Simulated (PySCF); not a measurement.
Static response to an electric field

C₆H₆NPS.
Structure used (GFN2-xTB), in Å, numbered top down from 1:
```xyz
15
C6H6NPS angstrom
N     -2.0396   -0.1143   -1.8728
C     -2.1435    0.3246   -0.8214
C     -2.2310    0.8231    0.5172
P     -1.1093   -0.1821    1.6551
C      0.4027   -0.1039    0.6613
C      0.9839   -1.0775   -0.0989
C      2.1930   -0.6599   -0.6925
C      2.5214    0.6166   -0.3695
S      1.3696    1.3394    0.6772
H     -1.9111    1.8693    0.5580
H     -3.2569    0.7471    0.8877
H     -1.4891   -1.4300    1.1425
H      0.5517   -2.0528   -0.2384
H      2.7849   -1.2816   -1.3398
H      3.3690    1.1899   -0.6878
```

Level: CAM-B3LYP/def2-SVPD (PySCF), static field, nuclei fixed, core orbitals frozen in the response. The polarisability tensor in these axes (au):

```
x   126.45   1.89 -12.80
y     1.89 103.56   8.92
z   -12.80   8.92 105.00
```

Give the principal values, the mean and the anisotropy Δα = √{½[(α1 − α2)² + (α2 − α3)² + (α1 − α3)²]}.

Principal values 92.08, 110.34 and 132.58 au; mean 111.67 au = 16.55 Å³ = 18.41 × 10⁻⁴⁰ C²·m²/J; Δα = 35.13 au (31 % of the mean).

What is the dipole moment, and where does it point?

(0.56, 0.57, 2.14) D, 2.28 D in size, pointing from the negative to the positive side. Measured along this direction, the outermost atoms are N1 at the negative end and S9 and P4 at the positive end.

Find the Langevin capture rate constant for NO+ (29.998 u) meeting this molecule (154.996 u), k = 2.342 × 10⁻⁹ cm³/s × √(α in Å³ / reduced mass in u).

The reduced mass is 25.13 u, so k = 1.90 × 10⁻⁹ cm³/s. The formula leaves out the permanent dipole, which adds to the capture rate.

What are the principal values of the traceless quadrupole moment, Θ = ½Σq(3rr − r²1), about the centre of nuclear charge?

-24.58, 6.69, 17.89 D·Å. The values depend on the origin, since the dipole doesn't vanish. The electronic extent ⟨r²⟩ about the same centre is 1531 bohr², a root-mean-square distance of 2.31 Å for the 80 electrons.

Along which axes do the principal values lie, and how far do the nuclei extend along each?

Largest value along (0.89, -0.08, -0.44), where the nuclei span 6.59 Å; middle along (0.33, 0.78, 0.53), 3.60 Å; least along (0.30, -0.62, 0.73), 3.17 Å. The response follows the extents in order.

In a dilute gas of rigid molecules at 298 K, how does the orientational term μ²/3kT compare with the electronic polarisability?

In Gaussian units μ²/3kT = 42.09 Å³ against 16.55 Å³, a ratio of 2.54; the Debye molar polarisation (4π/3)N_A(α + μ²/3kT) is 147.9 cm³/mol, leaving out the vibrational part.

What depolarisation ratio follows for Rayleigh scattering of linearly polarised light, taking the static tensor?

ρ = 3Δα²/(45ᾱ² + 4Δα²) = 3702.1/(561141 + 4936.2) = 0.00654.

Isolated species at its GFN2-xTB geometry (one conformer only).

The run behind these numbers computed excited states as well. The run took about 2.5 min of CPU time (one thread, shared machine).
